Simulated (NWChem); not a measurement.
C2H6ClGe cation

```xyz
10

C     -1.7632    -1.1103    -0.0002
Ge     0.0000    -0.3075     0.0002
C      1.7632    -1.1103    -0.0001
Cl     0.0000     1.7999     0.0000
H     -2.2957    -0.7614     0.8918
H     -1.6772    -2.1992    -0.0026
H     -2.2975    -0.7573    -0.8895
H      2.3014    -0.7502     0.8839
H      1.6772    -2.1992     0.0110
H      2.2917    -0.7686    -0.8972
```
Atoms are numbered in this order, from 1.

All runs: NWChem. Pople sets run with spherical d functions. Structure relaxed at the B3LYP/6-31G* (spherical d) level. Level M06-2X/6-31G*: energy and gradient on several grids; changes count from the extra-fine grid, which is no exact limit either.

Problem. Which is the coarsest grid (xfine; coarse; fine; medium; xcoarse) from which on the energy stays within 100 μHa and each gradient component within 200 μHa/bohr of xfine?

Solution. medium.
```
grid     size of the energy change (μHa)  largest change of a gradient component (μHa/bohr)
-------  -------------------------------  -------------------------------------------------
xcoarse                             3000                                               4000
coarse                               200                                                500
medium                                30                                                 40
fine                                < 10                                               < 30
xfine                               < 10                                               < 30
```
